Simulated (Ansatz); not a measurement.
`C=C(F)B[SiH3]` → B• + 2 C• + F• + 6 H• + Si•  (atomization)

Calculated with Ansatz (gas phase, PBE0-D4/def2-TZVP geometries, no zero-point term in ΔE). CBS: MP2 limit from def2 TZ/QZ plus the TZ coupled-cluster correction, frozen cores. This one scheme is used for every species, atoms too. DFT in def2-TZVPP. No spin–orbit coupling; open shells (•) take unrestricted orbitals. Spin–orbit coupling would lower the free atoms: a little for B, C, F, Si. One conformer a species, not always the lowest.

`C=C(F)B[SiH3]`:

Cartesian coordinates in Å:
```
C -0.161 -0.227 -2.291
C -0.149 0.253 -1.045
F -0.408 1.571 -0.879
B 0.140 -0.591 0.204
Si 0.139 0.226 2.046
H 0.043 -1.276 -2.451
H -0.370 0.403 -3.150
H 0.363 -1.748 0.006
H 0.428 -0.761 3.121
H 1.165 1.306 2.116
H -1.189 0.843 2.324
```

```
             level  ΔE (kJ/mol)
           BLYP-D4       4008.6
SCS-MP2/def2-TZVPP       3936.0
```

**Question.** What does CCSD(T)/CBS give? (Estimate.)

**Answer.** Ansatz gave: +3990.3 kJ/mol. The listed levels differ from it by 18.3, -54.3 kJ/mol.

Largest T1 diagnostic among the species: 0.014.

From BLYP to BHLYP (50 % exact exchange), in def2-TZVPP and without D4, ΔE moves by −75.0 kJ/mol: exact exchange takes away binding that semilocal exchange gives to molecules. In def2-TZVPP, CCSD(T) changes the Hartree–Fock value by +885.6 kJ/mol (the triples alone add +56.1 kJ/mol) and MP2 by +937.4 kJ/mol; breaking electron pairs costs correlation energy, which Hartree–Fock lacks.

For atomizations the MP2-based limit and the directly extrapolated one differ by several kJ/mol either way, and by 10 to 25 for some Ge, Se and Sn compounds, so smaller differences from it don't rank the levels.
